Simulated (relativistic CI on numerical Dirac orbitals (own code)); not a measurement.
**Electric-dipole lines of Ta36+**

These numbers are calculated, not measured: Dirac-Coulomb-Breit CI, KLI orbitals optimised for each configuration, a model potential for QED, unscaled Slater integrals (own radial code, finite nucleus).

Configurations in the expansion (outside the closed core [Ar] 3d10): 4s2 4p6 4d, 4s2 4p6 4f, 4s2 4p5 4d2, 4s 4p6 4d2, 4s2 4p5 4d 4f, 4s 4p6 4d 4f, 4s2 4p6 5s, 4s2 4p6 5p, 4s2 4p6 5d, 4p6 4d3, 4p5 4d4, 4p5 4d3 4f, 4s 4p6 4f2, 4s 4p5 4f3, 4p6 4f3. Double excitations out of closed p, d and f shells are left out; levels of such configurations are missing from the list, as are those of other unlisted configurations, and high levels can miss mixing partners.

```csv
λ vac (nm),Lower,Upper,A (s⁻¹),gf,Branching (%)
4.6517,4s2 4p6 4d 2D_3/2 [1],4s2 4p5 4d2 2D°_3/2 [41],3.75e+12,4.86e+00,99.4
4.7283,4s2 4p6 4d 2D_5/2 [2],4s2 4p5 4d2 2P°_3/2 [48],2.44e+12,3.27e+00,99.9
4.7359,4s2 4p6 4d 2D_5/2 [2],4s2 4p5 4d2 2F°_7/2 [47],2.42e+12,6.51e+00,100.0
4.7645,4s2 4p6 4d 2D_5/2 [2],4s2 4p5 4d2 2D°_5/2 [46],2.99e+12,6.10e+00,100.0
4.7869,4s2 4p6 4d 2D_3/2 [1],4s2 4p5 4d2 2P°_1/2 [40],1.94e+12,1.33e+00,100.0
5.0957,4s2 4p6 4d 2D_3/2 [1],4s2 4p5 4d2 2F°_5/2 [34],1.51e+12,3.53e+00,100.0
5.5591,4s2 4p5 4d2 4D°_3/2 [3],4s2 4p5 4d 4f 4F_3/2 [91],5.57e+11,1.03e+00,33.4
5.5591,4s2 4p5 4d2 4D°_1/2 [4],4s2 4p5 4d 4f 4F_3/2 [91],6.43e+11,1.19e+00,38.5
5.6603,4s2 4p5 4d2 4F°_5/2 [5],4s2 4p5 4d 4f 2F_5/2 [89],4.72e+11,1.36e+00,36.4
5.6611,4s2 4p5 4d2 2H°_11/2 [13],4s2 4p5 4d 4f 2I_13/2 [121],3.11e+11,2.09e+00,28.6
5.7691,4s2 4p6 4d 2D_3/2 [1],4s2 4p6 4f 2F°_5/2 [32],6.47e+11,1.94e+00,83.4
5.8540,4s2 4p6 4d 2D_3/2 [1],4s2 4p5 4d2 2D°_5/2 [31],2.84e+11,8.77e-01,30.9
5.8585,4s2 4p5 4d2 4G°_7/2 [6],4s2 4p5 4d 4f 2G_9/2 [78],4.77e+11,2.45e+00,71.4
5.8832,4s2 4p5 4d2 4F°_5/2 [5],4s2 4p5 4d 4f 2G_7/2 [73],3.75e+11,1.56e+00,56.3
5.9351,4s2 4p5 4d2 4G°_7/2 [6],4s2 4p5 4d 4f 4G_9/2 [72],3.15e+11,1.66e+00,72.6
5.9673,4s2 4p5 4d2 4G°_9/2 [9],4s2 4p5 4d 4f 4H_11/2 [94],5.23e+11,3.35e+00,84.7
5.9817,4s2 4p5 4d2 2G°_7/2 [14],4s2 4p5 4d 4f 2H_9/2 [102],5.35e+11,2.87e+00,72.9
5.9910,4s2 4p5 4d2 2G°_9/2 [25],4s2 4p5 4d 4f 2H_11/2 [131],7.02e+11,4.53e+00,59.7
6.0090,4s2 4p5 4d2 2H°_11/2 [13],4s2 4p5 4d 4f 4H_13/2 [98],5.29e+11,4.01e+00,77.8
6.0138,4s2 4p5 4d2 2G°_9/2 [19],4s2 4p5 4d 4f 4G_11/2 [112],5.77e+11,3.75e+00,67.2
6.0557,4s2 4p5 4d2 4G°_11/2 [21],4s2 4p5 4d 4f 2I_13/2 [121],7.77e+11,5.98e+00,71.4
6.0688,4s2 4p5 4d2 2F°_7/2 [47],4s2 4p5 4d 4f 2G_9/2 [179],1.36e+12,7.51e+00,66.9
6.1049,4s2 4p5 4d2 2G°_9/2 [44],4s2 4p5 4d 4f 2I_11/2 [175],7.59e+11,5.09e+00,69.8
6.1931,4s2 4p5 4d2 4D°_7/2 [42],4s2 4p5 4d 4f 4F_9/2 [168],9.00e+11,5.17e+00,64.4
6.2417,4s2 4p6 4d 2D_5/2 [2],4s2 4p6 4f 2F°_7/2 [33],5.35e+11,2.50e+00,100.0
6.2510,4s2 4p6 4d 2D_3/2 [1],4s2 4p5 4d2 2P°_1/2 [27],7.32e+11,8.57e-01,100.0
6.3878,4s2 4p6 4d 2D_5/2 [2],4s2 4p5 4d2 2D°_5/2 [31],6.36e+11,2.33e+00,69.1
6.3963,4s2 4p6 4d 2D_5/2 [2],4s2 4p5 4d2 2P°_3/2 [30],6.22e+11,1.53e+00,100.0
6.4865,4s2 4p6 4f 2F°_7/2 [33],4s2 4p5 4d 4f 2H_9/2 [138],8.52e+11,5.37e+00,58.7
6.5685,4s2 4p6 4d 2D_3/2 [1],4s2 4p5 4d2 2D°_3/2 [24],4.80e+11,1.24e+00,99.5
```

Terms are leading LS components. Brackets give the number of a level in order of energy, since labels repeat. The list gives strong lines, with weight on those to low levels, without lines whose two gauges differ by over a factor of 2.5, among the lowest 200 of 2142 levels, so that lines to higher ones, which can be the strongest, are missing. Levels whose partners in the same complex of configurations lie outside the list can be far off, and so can their lines. Rates are taken at the computed energies, electric ones in the length gauge.

At this charge energies of transitions that change n are usually good to better than 1 %, and those within a shell (Δn = 0) to a few per cent.

LS names give the leading component of a level, which can be under half, so a name can repeat, a term be missing and a line seem to break the LS rules.
